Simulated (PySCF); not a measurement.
C₂H₅BFN, SMILES C(=C)B(F)N. Atoms are numbered in the order given.

```xyz
10

B     -0.3695     0.1762     0.3211
F     -1.7019     0.2826     0.5026
C      0.1598    -0.8558    -0.7306
C      1.3591    -0.7908    -1.3267
H     -0.5137    -1.6714    -1.0258
H      1.6884    -1.5211    -2.0738
H      2.0715     0.0131    -1.1049
N      0.4627     1.0007     1.0880
H      0.0948     1.6816     1.7418
H      1.4721     0.9483     1.0609
```
Charge 0, spin multiplicity 1.

Coordinates come from a B3LYP-D3(BJ)/def2-SVP optimisation. This is a generated structure with no PubChem entry under its InChIKey; it may be hypothetical. One conformer was computed; it need not be the lowest.

These are B3LYP/pcSseg-1 in PySCF values and carry that method's errors.

GIAO shieldings, no solvent; atoms listed in one row are averaged. δ = σ(ref) − σ: ¹¹B against BF3 (σ = 86.3 ppm); ¹⁹F against CFCl3 (σ = 161.7 ppm); ¹³C against TMS (σ = 181.3 ppm); ¹H against TMS (σ = 31.68 ppm); ¹⁵N against NH3 (σ = 265.5 ppm), references at their B3LYP-D3(BJ)/def2-TZVP geometries, non-relativistic.

| nucleus | atoms | count | δ (ppm) |
|---|---|---|---|
| ¹¹B | B1 | 1 | 17.5 |
| ¹⁹F | F2 | 1 | -125.3 |
| ¹³C | C3 | 1 | 144.9 |
| ¹³C | C4 | 1 | 143.2 |
| ¹H | H5 | 1 | 6.37 |
| ¹H | H6 | 1 | 6.32 |
| ¹H | H7 | 1 | 6.23 |
| ¹H | H10 | 1 | 3.34 |
| ¹H | H9 | 1 | 3.06 |
| ¹⁵N | N8 | 1 | 77.5 |
